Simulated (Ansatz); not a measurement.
The lowest singlet and triplet of C2H2 (SMILES C#C); geometries from B3LYP-D3(BJ)/def2-TZVP, each state relaxed from the structure named, with no frequency check.
Singlet at the triplet's geometry (charge 0, multiplicity 1):
```xyz
4

C      0.63886     0.17421    -0.12040
C     -0.63395    -0.18976    -0.12282
H      1.27780     0.41626     0.73211
H     -1.30726    -0.32296     0.72719
```

A positive gap puts the triplet lower; no zero-point energy. R- takes a restricted singlet. The triplet is unrestricted in single-reference levels.

Correlated levels freeze the cores.

Run with Ansatz (a first-principles code). 

Question: One of these levels gives -49.30 kcal/mol for the gap E(singlet) − E(triplet), vertical, at the triplet's geometry. Which?
A) R-B3LYP/def2-TZVPP
B) R-SCS-MP2/cc-pVDZ
C) R-CCSD(T)/cc-pVTZ

Answer: B, R-SCS-MP2/cc-pVDZ. The others give -36.99 (R-B3LYP/def2-TZVPP), -45.33 (R-CCSD(T)/cc-pVTZ)

Doubts at one or more of the structures used: a restricted determinant that unrestricted orbitals would lower (R-B3LYP/def2-TZVPP, R-SCS-MP2/cc-pVDZ, R-CCSD(T)/cc-pVTZ).
